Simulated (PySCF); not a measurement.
Static response to an electric field

Compound: C3H7GeNOSi.
Structure used (PBE0-D3(BJ)/def2-SVP), in Å, numbered top down from 1:
```
atom  x, y, z in Å
O1    -4.5190    0.5486    0.4444
C2    -3.8373   -0.4408    0.2898
N3    -2.4907   -0.3756    0.1224
Si4   -1.7372    1.2301    0.1413
C5     0.0542    0.8839   -0.0628
C6     1.2487    0.6487   -0.1891
Ge7    3.1096    0.2903   -0.3799
H8    -4.2636   -1.4717    0.2758
H9    -1.9685   -1.2363   -0.0004
H10   -1.9691    1.9112    1.4407
H11   -2.2205    2.0593   -0.9929
H12    3.6275   -0.3129    0.9331
H13    3.2978   -0.7045   -1.5339
H14    3.8324    1.6088   -0.6856
```

Level: CAM-B3LYP/def2-SVPD (PySCF), static field, nuclei fixed, core orbitals frozen in the response. The polarisability tensor in these axes (au):

```
x   147.72  -4.73  -7.62
y    -4.73  89.56   1.20
z    -7.62   1.20  77.97
```

**Question.** What are the eigenvalues, a third of the trace, and Δα (Δα² = ½Σ(αi − αj)² over the three pairs)?

**Answer.** Principal values 77.11, 89.20 and 148.93 au; mean 105.08 au = 15.57 Å³ = 17.33 × 10⁻⁴⁰ C²·m²/J; Δα = 66.60 au (63 % of the mean).

**Question.** What is the dipole moment, and where does it point?

**Answer.** (3.23, -2.47, -0.54) D, 4.10 D in size, pointing from the negative to the positive side. Measured along this direction, the outermost atoms are O1 at the negative end and H13 at the positive end.

**Question.** Form Σ f/ω² (atomic units) for the 10 lowest TDDFT singlets, given as eV and f, and set it beside the mean polarisability, which is this sum over all singlets: 5.57, 0.0009; 5.61, 0.0000; 5.88, 0.0035; 5.93, 0.0017; 7.04, 0.0708; 7.06, 0.0001; 7.42, 0.0008; 7.49, 0.0738; 7.59, 0.3838; 7.61, 0.0077.

**Answer.** They add up to 7.22 au, 6.9 % of the 105.08 au; the largest single term is 4.94 au, from the state at 7.59 eV. Terms in order: 0.02, 0.00, 0.08, 0.04, 1.06, 0.00, 0.01, 0.97, 4.94, 0.10 au. Higher excitations give the rest. The strengths listed sum to 0.543.

**Question.** What molar refraction does this α imply?

**Answer.** Lorentz–Lorenz: R = (4π/3)N_A α = 2.5225 cm³/(mol·Å³) × 15.57 Å³ = 39.3 cm³/mol, in the limit of long wavelengths.

**Question.** Along which axes do the principal values lie, and how far do the nuclei extend along each?

**Answer.** Largest value along (0.99, -0.08, -0.11), where the nuclei span 8.31 Å; middle along (0.09, 1.00, 0.05), 3.72 Å; least along (0.10, -0.06, 0.99), 2.65 Å. The response follows the extents in order.

**Question.** Traceless (Buckingham) quadrupole moment about the centre of nuclear charge: eigenvalues?

**Answer.** -19.70, 3.37, 16.33 D·Å. The values depend on the origin, since the dipole doesn't vanish. The electronic extent ⟨r²⟩ about the same centre is 2909 bohr², a root-mean-square distance of 3.08 Å for the 86 electrons.

**Question.** Find the Langevin capture rate constant for O2+ (31.990 u) meeting this molecule (174.951 u), k = 2.342 × 10⁻⁹ cm³/s × √(α in Å³ / reduced mass in u).

**Answer.** The reduced mass is 27.04 u, so k = 1.78 × 10⁻⁹ cm³/s. The formula leaves out the permanent dipole, which adds to the capture rate.

Geometry: PBE0-D3(BJ)/def2-SVP, one conformer, isolated molecule. The calculation is non-relativistic, for germanium too.

The run behind these numbers computed excited states and ΔSCF ions as well. On an Arm Neoverse V1 with one thread, shared host, this took 6.0 min wall and 1.1 GiB of memory at its peak.
